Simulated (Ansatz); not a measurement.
Consider the hydrogenolysis of a Ge–C bond: `F[CH](F)[GeH2][SiH3]` + H₂ → `[SiH3][GeH3]` + `FCF`.

Calculated with Ansatz (gas phase, PBE0-D4/def2-TZVP geometries, no zero-point term in ΔE). CCSD(T)/CBS adds triple-zeta CCSD(T) − MP2 to the extrapolated MP2 energy (def2 sets, frozen cores). This one scheme is used for every species. DFT in def2-TZVPP. For Ge outer-core shells are correlated without core-valence functions, which leaves a few kJ/mol of doubt a bond. Scalar relativity is left out up to krypton. Each species was taken in one conformer, which may not be the lowest.

CCSD(T)/CBS gives -0.59 eV.

(1) Another level gave -0.61 eV. Which?
A. PBE0/def2-TZVPP
B. r2SCAN/def2-TZVPP
C. PBE-D4/def2-TZVPP
D. PBE0-D4/def2-TZVPP

Largest T1 diagnostic among the species: 0.012.

Answers

(1) D. PBE0-D4 -0.61, PBE0 -0.67, PBE-D4 -0.52, r2SCAN -0.57 eV.

In def2-TZVPP, CCSD(T) changes the Hartree–Fock value by +0.31 eV (the triples alone add +0.06 eV) and MP2 by +0.34 eV. From PBE to PBE0 (25 % exact exchange), in def2-TZVPP and without D4, ΔE moves by −0.09 eV. The D4 term adds +0.10 eV with B3LYP and +0.06 eV with PBE0; it sums over pairs of atoms, weighted by their polarisabilities, and B3LYP, whose exchange is more repulsive, gets the larger term.

B3LYP here is the variant with VWN-RPA as its local correlation; programs differ in this.
